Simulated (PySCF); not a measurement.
A GIAO shielding run with PySCF 2.14 (density fitting, non-relativistic, gas phase) on SMILES C=CCO[SiH2]SC, C₄H₁₀OSSi:

```
$ OMP_NUM_THREADS=1 python probes_run.py task.json out

{"job": {"kind": "nmr", "xc": "PBE0", "basis": "pcSseg-1"}, "charge": 0, "multiplicity": 1}
C     -2.091264     0.972360     1.002053
C     -2.307185     0.478628    -0.200992
C     -1.252020    -0.104085    -1.094407
O      0.002919    -0.194899    -0.491595
Si     0.581642    -1.394284     0.424784
S      2.333333    -0.557479     1.310770
C      2.931916     0.552049    -0.006669
H     -2.887433     1.380695     1.599365
H     -1.105898     0.988938     1.436465
H     -3.294337     0.472406    -0.642526
H     -1.137813     0.536254    -1.979464
H     -1.579540    -1.094368    -1.437149
H      0.916385    -2.537433    -0.423943
H     -0.274499    -1.785259     1.532980
H      2.098904     1.128278    -0.392736
H      3.390254    -0.037179    -0.794287
H      3.667638     1.207409     0.446365
```

Hardware: 1 thread of an Arm Neoverse V2, shared host. The job also computes population analyses, field gradients.

Question: How large is the calculation?

Answer: 72 electrons, 183 basis functions and 995 auxiliary functions.

Question: How long does it take, and how much memory does it need?

Answer: 29 s of wall time, with 13 SCF cycles and 5 response iterations; peak memory 0.83 GiB. Times on a shared host scatter by some tens of per cent.
